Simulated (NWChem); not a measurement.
**Lowest excitation of CdS**

SMILES: [S]=[Cd]
```xyz
2

Cd     0.0000     0.0000     0.5614
S      0.0000     0.0000    -1.6843
```
Charge 0, spin multiplicity 1.

The numbers come from NWChem runs, not from measurements. The geometry was optimised at PBE0/def2-SVP with def2 effective core potentials on Cd, a minimum by its harmonic frequencies.

Basis set: def2-SVPD.

```csv
method,lowest vertical singlet excitation energy (eV),relative cost,difference from EOM-CCSD
TDA-PBE0,0.71,under 3,-0.02
TD-PBE,0.54,under 3,-0.19
CIS,1.10,1,+0.37
EOM-CCSD,0.73,under 3,0.00
TD-B3LYP,0.55,under 3,-0.18
```

The values span 0.56 eV, from TD-PBE (lowest) to CIS (highest). Costs are rough ratios of processor time within this set of runs, SCF included, with CIS as 1.

Effective core potentials replace the inner electrons of Cd; spin-orbit coupling is left out. The correlated methods keep 9 core orbitals frozen. B3LYP has NWChem's definition, with VWN1-RPA local correlation. The structure started from a generated list of species. Differences from the coupled-cluster row are differences between methods, not errors against experiment.
